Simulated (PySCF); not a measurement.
**Ionisation energy of C⁵⁺ by level of theory**

C⁵⁺ 1s1 (2S) → C⁶⁺ (bare nucleus), as a difference of total energies. All numbers are calculated (PySCF 2.14, the spin-free X2C one-electron Hamiltonian (Gaussian nucleus), in an uncontracted even-tempered set (17 s from 1.2 bohr⁻², ratio 2.2; 7 p from 1.9 bohr⁻², ratio 2.4; 4 d from 5.8 bohr⁻², ratio 2.4; 3 f from 8.8 bohr⁻², ratio 2.4; 3 g from 13 bohr⁻², ratio 2.4)). The calculations carry no spin-orbit coupling.

| method | ionisation energy (eV) |
| --- | --- |
| UHF | 490.04 |
| LDA | 483.98 |
| PBE | 489.17 |
| PBE0 | 489.42 |
| r2SCAN | 490.05 |
| MN15 | 490.29 |

For comparison: 489.99 eV (theoretical estimate listed by NIST; NIST Atomic Spectra Database, ionization energies).
